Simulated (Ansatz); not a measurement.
Born–Oppenheimer molecular dynamics of Cl3F2Ta (6 atoms, charge 0, multiplicity 1). It starts from a relaxed structure.

All numbers below come from RKS PBE-D4/def2-SVP (Ansatz 0.2.0).

```
ensemble        : NVT, Nosé–Hoover chain
time step       : 1 fs
steps asked     : 150
set temperature : 500 K
thermostat      : time constant 100 fs, chain length 3
seed            : 159153
```

First frame:

```xyz
6
Properties=species:S:1:pos:R:3
Ta -0.033 0.000 0.037
F 1.840 0.000 0.011
Cl 0.080 0.000 2.377
F 0.074 0.000 -1.857
Cl -1.250 1.945 -0.014
Cl -1.250 -1.945 -0.014
```

Q: How far do the bonds stretch over the last three quarters of this one trajectory? (Pairs bonded in most of those frames.)

A: 
```json
{"bond": "Ta1–F2", "mean (Å)": "1.879", "spread (Å)": "0.020", "shortest": "1.85", "longest": "1.91"}
{"bond": "Ta1–Cl3", "mean (Å)": "2.355", "spread (Å)": "0.066", "shortest": "2.25", "longest": "2.46"}
{"bond": "Ta1–F4", "mean (Å)": "1.906", "spread (Å)": "0.043", "shortest": "1.84", "longest": "1.96"}
{"bond": "Ta1–Cl5", "mean (Å)": "2.271", "spread (Å)": "0.042", "shortest": "2.21", "longest": "2.34"}
{"bond": "Ta1–Cl6", "mean (Å)": "2.319", "spread (Å)": "0.027", "shortest": "2.28", "longest": "2.36"}
```

Mean temperature of the second half: 330 K. The conserved energy stayed within 0.055 meV per atom of its start (net change 0.043 meV per atom), so the integration is sound. The mean temperature of the second half is 34 % below the set value. A run of 0.15 ps of so small a system gives no equilibrium averages.

The run took 11 min on 2 threads of Intel(R) Xeon(R) Platinum 8259CL CPU @ 2.50GHz (Skylake/Cascade Lake) (shared host), peak memory 0.2 GiB.
